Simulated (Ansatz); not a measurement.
Abridged output of a molecular run in Ansatz:

```
Functional definition: HF
1146 factors; integrals over basis functions are off by at most 1.2e-3 eV
mean field evaluation 1: about -155764.7321 eV, gradient 1.8e1 eV
mean field evaluation 2: about -155764.7395 eV, gradient 1.8e1 eV
mean field evaluation 4: about -155766.2211 eV, gradient 2.4e0 eV
mean field evaluation 8: about -155766.2499 eV, gradient 1.1e-1 eV
mean field evaluation 16: about -155766.2403 eV, gradient 4.3e-1 eV
mean field -155766.24995406 eV, -5724.3041036554 hartree, gradient 5.2e-6 eV, S^2 0.000000; 0 other end points of the search recorded, 0 dependent functions left out
28 core orbitals not correlated: weight in the atoms' cores, before any rotation towards them, 1.000 or more for the frozen orbitals, at most 0.000 for the correlated occupied ones
reference -155766.24995406 eV, -5724.3041036554 hartree; 23, 23 occupied and 69, 69 virtual orbitals, 1146 factors
second order -17.86467317 eV of doubles, -0.00000000 eV of singles
cycle   1  -18.36640809 eV  change   -5.0e-1 eV  update   8.8e-2
cycle   2  -18.84733286 eV  change   -4.8e-1 eV  update   2.6e-2
cycle   3  -18.88781450 eV  change   -4.0e-2 eV  update   1.0e-2
cycle   4  -18.87684074 eV  change    1.1e-2 eV  update   2.6e-3
cycle   5  -18.87846761 eV  change   -1.6e-3 eV  update   8.7e-4
cycle   6  -18.87801434 eV  change    4.5e-4 eV  update   2.4e-4
cycle   7  -18.87786909 eV  change    1.5e-4 eV  update   6.8e-5
cycle   8  -18.87791049 eV  change   -4.1e-5 eV  update   2.3e-5
perturbative correction -0.45347372 eV, -0.0166648520 hartree
Total energy: -155785.58133828 eV, -5725.0145189221 hartree
```

Its atoms:

Cartesian coordinates in Å:
```
Si -0.607 0.492 0.975
Si 0.684 -0.376 -0.765
Br 0.127 0.652 -2.653
Br 0.276 -2.552 -0.942
H -0.352 1.951 1.094
H -2.035 0.247 0.653
H -0.243 -0.190 2.244
H 2.149 -0.224 -0.607
```

Which basis set was used?
A. def2-SVPD
B. def2-SVP
C. def2-QZVPP
D. cc-pV(T+d)Z

B. It gives 120 functions.

Write the keys of the input that set method, charge and spin (a neutral closed shell needs none for the last two).


```yaml
correlation: {method: ccsd_t}
```
